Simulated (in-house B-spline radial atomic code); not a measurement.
# B3LYP (VWN-RPA) excitations of Kr

Method: B3LYP (VWN-RPA). Computed with a B-spline radial code for spherical atoms: linear response of the closed shell [Ar] 3d10 4s2 4p6 with the functional's adiabatic kernel; scalar-relativistic (spin-free one-electron X2C), finite nucleus, no spin-orbit coupling, no double excitations, S, P, D and F terms only; shells from n = 2 respond. Only terms of natural parity with L up to 3 were computed.

Command:
```bash
python run_td.py task.json out
```
Settings (radii: box in bohr, nucleus in fm):
```
Z                        36
electrons                36
configuration            [Ar] 3d10 4s2 4p6
hamiltonian              x2c
method                   b3lyp
box_radius               75
rms_radius               4.1884
intervals                77
```

Cost of the run: 4.4 s on 1 thread of Arm Neoverse N1 (shared host).

The lowest states, in the order of their Tamm-Dancoff energies; the method's threshold (minus the highest occupied level) is 10.442 eV. Labels give the largest channel, * marks a mixed state, and oscillator strengths are full-response dipole values. Semilocal kernels can invert the small singlet-triplet splittings of Rydberg terms. Energies in eV:

```json
{"state": "4p → 5s 3P", "full response": "9.065", "Tamm-Dancoff": "9.070", "oscillator strength": "-"}
{"state": "4p → 5s 1P", "full response": "?", "Tamm-Dancoff": "?", "oscillator strength": "?"}
{"state": "4p → 5p 3S", "full response": "10.100", "Tamm-Dancoff": "10.102", "oscillator strength": "-"}
{"state": "4p → 5p 3D", "full response": "?", "Tamm-Dancoff": "?", "oscillator strength": "-"}
```

(1) Where does 4p → 5s 1P lie?

(2) Where does 4p → 5p 3D lie?

(3) How large is the singlet-triplet splitting of 4p → 5s (P terms) in Tamm-Dancoff?

(4) What polarisabilities and dispersion coefficient does the method give?

## Answers

(1) At 9.203 eV in full response, 9.208 eV in Tamm-Dancoff, oscillator strength 0.276.

(2) At 10.124 eV in full response, 10.126 eV in Tamm-Dancoff.

(3) 0.139 eV, from the unrounded values.

(4) Dipole 17.71 bohr³, quadrupole 108.6 bohr⁵, C6 137.7 hartree·bohr⁶ for two such species. Recommended dipole value: 16.78 ± 0.02 bohr³ (Schwerdtfeger and Nagle, table of static dipole polarizabilities (2023 update)), which includes relativity and correlation.
